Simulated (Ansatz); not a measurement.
Ansatz (a program for electronic structure) input:
A basis named .json is the Basis Set Exchange file of that set.

Ansatz 0.2 input:
```yaml
crystal:
  periodic: [false, false, false]
  atoms:
    - {symbol: Si, position_ang: [-1.11434602, -0.28224919, -0.62826060]}
    - {symbol: C, position_ang: [-1.23903924, 1.66816211, -0.55430846]}
    - {symbol: C, position_ang: [-1.40732697, -0.57357463, 1.28703304]}
    - {symbol: O, position_ang: [0.66191198, -0.40217060, -0.64180422]}
    - {symbol: Si, position_ang: [1.94105509, -0.22625074, 0.30355590]}
    - {symbol: H, position_ang: [-2.27856843, 1.96839826, -0.37064967]}
    - {symbol: H, position_ang: [-0.93592120, 2.11895149, -1.50546693]}
    - {symbol: H, position_ang: [-0.61716515, 2.10292784, 0.24090079]}
    - {symbol: H, position_ang: [-1.20759565, -1.61251274, 1.57073924]}
    - {symbol: H, position_ang: [-0.78871987, 0.07667366, 1.92349262]}
    - {symbol: H, position_ang: [-2.45765205, -0.36984279, 1.53046026]}
    - {symbol: H, position_ang: [3.19947542, -0.26839121, -0.50555539]}
    - {symbol: H, position_ang: [2.09046348, -1.30496512, 1.33004363]}
    - {symbol: H, position_ang: [2.00465798, 1.05759975, 1.06998753]}
basis:
  gaussian:
    orbitals: aug-cc-pV_Q+d_Z.json
hamiltonian:
  xc: hf
total_charge: -1
```

Question: Which total energy does the run end on?

Answer: -733.88464 Eh (HF/aug-cc-pV(Q+d)Z). The basis has 832 functions.

It need not be the lowest isomer of its formula. Whether it binds its extra electron was not tested at this geometry.
